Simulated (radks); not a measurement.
The oxygen anion O-, [He] 2s2 2p5, held by a Watson sphere: a shell of charge +1 at radius R that stands for the Madelung well of a crystal (potential energy -1/R inside, -1/r outside, in hartree with lengths in bohr). Method: scalar-relativistic Kohn-Sham, LDA (Slater exchange, Perdew-Wang correlation), spin-polarised, spherical densities, finite nucleus; open shells are filled with parallel spins first; Fermi nuclear charge, rms radius of each element as measured or else 0.836 A^(1/3) + 0.57 fm; computed with a radial shooting solver on a logarithmic mesh with Libxc functionals. Response by self-consistent Sternheimer equations with the Hartree and adiabatic LDA kernel, the relativistic mass of each level held fixed and spin-orbit coupling left out. The sphere does not respond.

| R (bohr) | e(2s down) (eV) | e(2p up) (eV) | e(2p down) (eV) | <r> 2p (bohr) | sum of <r^2> (bohr^2) | X-ray form factor at sin(theta)/lambda = 0.2 1/angstrom | alpha (bohr^3) |
|---|---|---|---|---|---|---|---|
| 1.88 | -22.044 | -8.992 | -7.745 | 1.407 | 16.17 | 5.889 | 9.552 |
| 1.97 | -21.777 | -8.766 | -7.525 | 1.419 | 16.43 | 5.868 | 10.06 |
| 2.24 | -21.037 | -8.120 | -6.893 | 1.454 | 17.14 | 5.815 | 11.70 |
| 2.6 | -20.181 | -7.341 | -6.124 | 1.494 | 17.98 | 5.767 | 14.11 |
| 2.64 | -20.094 | -7.261 | -6.044 | 1.498 | 18.06 | 5.763 | 14.40 |
| 3.49 | -18.572 | -5.811 | -4.596 | 1.571 | 19.60 | 5.712 | 21.03 |
| 3.88 | -18.036 | -5.289 | -4.069 | 1.597 | 20.16 | 5.702 | 24.42 |
| 3.9 | -18.011 | -5.264 | -4.044 | 1.599 | 20.19 | 5.701 | 24.60 |
